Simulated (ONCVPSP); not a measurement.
Hf (Z = 72): one change to an ONCV potential, before and after

ONCVPSP 4.0.1 input, shortened (lines: element, Z, core and valence counts, functional; n l f; lmax; l rc ep ncon nbas qcut; lloc lpopt rc5 dvloc0; l nproj debl; icmod fcfact rcfact), PBE, scalar-relativistic:

```
  Hf 72.00   10    4        4      upf
    1    0    2.00
    2    0    2.00
    2    1    6.00
    3    0    2.00
    3    1    6.00
    3    2   10.00
    4    0    2.00
    4    1    6.00
    4    2   10.00
    4    3   14.00
    5    0    2.00
    5    1    6.00
    5    2    2.50
    6    0    1.50
    2
    0    2.20    0.00    4    7    4.90
    1    2.05    0.00    4    7    7.20
    2    3.00    0.00    5    9    5.60
    4    5    1.45    0.00
    0    2    3.20
    1    2    3.60
    2    2    1.00
    2    0.35    1.00
```

Change: d: debl 3.15.

Cutoffs: the cutoffs (Ha) at which the residual kinetic energy of the hardest occupied pseudo-wave falls to 1 and 0.1 mHa per electron; they do not see the model core or the augmentation charge, which bear on the density cutoff. Errors are all-electron minus pseudo energies relative to the spin-unpolarised reference configuration.

How do hardness, ghosts and transferability respond?

The potential gets neither clearly harder nor softer (9.9 Ha and 12 Ha → 9.9 Ha and 12 Ha); the errors of the 4 common tests hardly move; the range in which the d phases agree widens (upper end 3.7 → at the end of the scan); neither file shows a bound ghost.

```csv
quantity,base,changed
"cutoff, loose",9.9 Ha,9.9 Ha
"cutoff, tight",12 Ha,12 Ha
bound ghosts,none,none
GHOST(+) flags under 300 eV,none,none
"error for 5s2 5p6 5d2 6s2, meV [ΔE -1.26 eV]",+1.4,+1.3
"error for 5s2 5p6 5d2 6s1, meV [ΔE 6.72 eV]",-0.4,-0.5
"error for 5s2 5p6 5d2 6s0, meV [ΔE 20.90 eV]",+4.1,+3.6
"error for 5s2 5p6 5d2 6s1 6p1, meV [ΔE 2.57 eV]",+2.1,+2.0
s: phases at 2.24 bohr within 0.05 rad from the reference energy up to (Ha; the scan ends near 5),2.9,2.9
p: phases at 2.08 bohr within 0.05 rad from the reference energy up to (Ha; the scan ends near 5),to the end of the scan,to the end of the scan
d: phases at 3.05 bohr within 0.05 rad from the reference energy up to (Ha; the scan ends near 5),3.7,to the end of the scan
"rms error of d²Exc/dni dnj with the model core, mHa",1.05,1.05
```
